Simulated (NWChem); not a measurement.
Species: TiH₄; SMILES [TiH4]

Program: NWChem. All runs use the structure optimised with PBE0/def2-SVP. B3LYP is NWChem's, with the RPA form of VWN correlation. Static field.

Question: What does the run give for B3LYP/def2-SVPD? Quantities: isotropic polarisability (bohr³); anisotropy (bohr³).

Answer: 
| Property | Result |
|---|---|
| isotropic polarisability (bohr³) | 47.4 |
| anisotropy (bohr³) | 0.0 |
